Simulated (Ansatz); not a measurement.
`[NH2][Sn][Br]` + HBr → `[Br][Sn][Br]` + NH₃ at 600 K and 1 bar (ligand exchange at the Sn–N bond).

Program: Ansatz. Geometries: PBE0-D4/def2-TZVP. ΔE: electronic, gas phase. CCSD(T)/CBS adds triple-zeta CCSD(T) − MP2 to the extrapolated MP2 energy (def2 sets, frozen cores). This one scheme is used for every species. Elements past krypton have def2 core potentials. For Br, Sn outer-core shells are correlated without core-valence functions, which leaves a few kJ/mol of doubt a bond. Scalar relativity is left out up to krypton. Each species was taken in one conformer, which may not be the lowest.

| species | CCSD(T)/CBS energy (Eh) | H − E (kJ/mol) | S (J/(mol·K)) |
| --- | --- | --- | --- |
| `[NH2][Sn][Br]` | -2843.33195 | 105.8 | 374.1 |
| HBr | -2573.91920 | 33.5 | 219.1 |
| `[Br][Sn][Br]` | -5360.78051 | 35.2 | 368.9 |
| NH₃ | -56.50880 | 112.4 | 219.5 |

H − E and S are ideal-gas, rigid-rotor, harmonic terms from PBE0-D4/def2-TZVP, for one conformer and one mirror image of each species. 1 Eh = 2625.50 kJ/mol, R = 8.31446 J/(mol·K).

**Question.** By hand: ΔE, ΔH, ΔS and ΔG.

**Answer.** ΔE = (-5360.78051) + (-56.50880) − (-2843.33195) − (-2573.91920) = -0.03816 Eh = -100.2 kJ/mol. Δ(H − E) = 35.2 + 112.4 − 105.8 − 33.5 = 8.3, so ΔH = -91.9 kJ/mol. ΔS = 368.9 + 219.5 − 374.1 − 219.1 = -4.8 J/(mol·K). ΔG = -91.9 − 600 × (-4.8)/1000 = -89.0 kJ/mol.

**Question.** By hand: the equilibrium constant, and the temperature at which ΔG would vanish if ΔH and ΔS stayed fixed.

**Answer.** log₁₀ K = −ΔG/(RT ln 10) = 7.7. ΔG = 0 at ΔH/ΔS = 19146 K, far beyond where these terms or the molecules hold.

The number of gas molecules stays the same, so ΔS is small and ΔH decides. A doubt of 5 kJ/mol in ΔE shifts log₁₀ K by 0.4 here. Other conformers and mirror images would add mixing entropy, several J/(mol·K) or more a flexible species. These are equilibria of isolated gas molecules and say nothing of rates. Largest T1 diagnostic: 0.014 (customary marks: 0.02 for closed shells, 0.045 for open ones).
